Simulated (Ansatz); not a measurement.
`[SiH3]C(Cl)(Cl)[TeH]` + `C=C(C)Cl` → `C=C(Cl)[TeH]` + `CC([SiH3])(Cl)Cl`  (formal exchange of groups at a Te–C bond)

Gas-phase electronic energies from Ansatz, PBE0-D4/def2-TZVP geometries. CCSD(T)/CBS is the MP2 limit (def2-TZVPP, def2-QZVPP) plus CCSD(T) − MP2 in def2-TZVPP, frozen cores. DFT in def2-TZVPP. def2 core potentials past Kr. For Te outer-core shells are correlated without core-valence functions, which leaves a few kJ/mol of doubt a bond.

(1) Is it downhill or uphill in electronic energy at CCSD(T)/CBS, and by how much? (Best estimate.)

(2) What do these levels give: LDA (SPW92), r2SCANh-D4, BHLYP-D4, PBE0, CCSD/def2-SVP, MP2/def2-TZVPP? (An estimate is asked.)

Largest T1 diagnostic among the species: 0.011.

Results:

(1) The calculation gave: Uphill: ΔE = +4.3 kJ/mol.

(2) Ansatz gave: LDA (SPW92) 3.7, r2SCANh-D4 1.8, BHLYP-D4 4.1, PBE0 1.8, CCSD/def2-SVP -3.5, MP2/def2-TZVPP 2.9 kJ/mol.

Leaving LDA and LC-ωPBE aside and taking each functional with its dispersion term where it has one, the values, not all of them listed here, spread over 4.5 kJ/mol, from ωB97X-V to BLYP-D4. In def2-TZVPP, CCSD(T) changes the Hartree–Fock value by +3.6 kJ/mol (the triples alone add +0.7 kJ/mol) and MP2 by +6.6 kJ/mol.
